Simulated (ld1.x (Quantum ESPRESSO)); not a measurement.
## Before and after: ultrasoft potential for selenium (Se)

- Element: Se (Z = 34)
- Generator: ld1.x (Quantum ESPRESSO) 7.5
- Type: ultrasoft
- Functional: PBE
- Relativity: scalar-relativistic
- Frozen core: [Ar] 3d10
- Valence charge: 6
- Reference configuration: 4s2 4p4
- Partial waves: 4s (bound): rcut 1.45, rcutus 1.60 bohr; 4s channel at -0.1 Ry: rcut 1.45, rcutus 1.60 bohr; 4p (bound): rcut 1.75, rcutus 2.00 bohr; 4p channel at -0.15 Ry: rcut 1.75, rcutus 2.00 bohr
- Local potential: all-electron potential smoothed inside 1.50 bohr (lloc = -1)
- Core correction: none
- Augmentation charge: built from norm-conserving waves at rcut, not smoothed further

Change: local potential all-electron potential smoothed inside 1.70 bohr (lloc = -1).

Cutoffs: the cutoffs (Ry, on a coarse ladder) from which the occupation-weighted sum of valence levels, in a spherical-Bessel basis at the reference potential, stays within 10 and 1 mRy of its value at 400 Ry; they do not see the model core or the augmentation charge, which bear on the density cutoff. Errors are all-electron minus pseudo energies relative to the spin-unpolarised reference configuration.

Q: What does the change do?

A: The potential gets neither clearly harder nor softer (15 Ry and 25 Ry → 15 Ry and 25 Ry); the errors of the 7 common tests hardly move; neither file shows a bound ghost.

```tsv
quantity	base	changed
cutoff, loose	15 Ry	15 Ry
cutoff, tight	25 Ry	25 Ry
bound ghosts	none	none
error for 4s2 4p3, meV [ΔE 10.84 eV]	-5.0	-5.0
error for 4s2 4p2, meV [ΔE 31.19 eV]	-24	-24
error for 4s2 4p1, meV [ΔE 62.06 eV]	-62	-62
error for 4s2 4p0, meV [ΔE 104.25 eV]	-82	-83
error for 4s1 4p5, meV [ΔE 10.88 eV]	+1.9	+1.9
error for 4s0 4p6, meV [ΔE 21.96 eV]	+9.6	+9.5
error for 4s2 4p4.3, meV [ΔE -1.59 eV]	+0.1	+0.1
s: phases at 2.21 bohr within 0.05 rad from the reference energy up to (Ry; the scan ends near 5)	4.5	4.5
p: phases at 2.21 bohr within 0.05 rad from the reference energy up to (Ry; the scan ends near 5)	to the end of the scan	to the end of the scan
lowest overlap eigenvalue by channel	s 0.32, p 0.64	s 0.33, p 0.66
```
